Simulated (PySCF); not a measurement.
Si(H)(I)2(Me) (CH₄I₂Si), SMILES C[SiH](I)I.

The structure is a stationary point at B3LYP-D3(BJ)/def2-SVP. The def2 effective core potentials stand for the cores of I; spin–orbit coupling is left out.

All values below come from PySCF with HF/def2-TZVP.

The molecule is in vacuum.

| Item | Result |
|---|---|
| total energy | -922.57497 hartree |
| point group | Cs |
| highest occupied level | -9.97 eV |
| lowest empty level | 1.95 eV |
| orbital gap | 11.92 eV |
| dipole moment | 2.06 D |
| quadrupole, principal values (traceless, Buckingham form, about the centre of nuclear charge) | -4.01, -1.32, 5.33 D·Å |
| mean static polarisability | 96.7 bohr³ (14.33 Å³) |
| polarisability, principal values | 75.7, 93.0, 121.4 bohr³ |
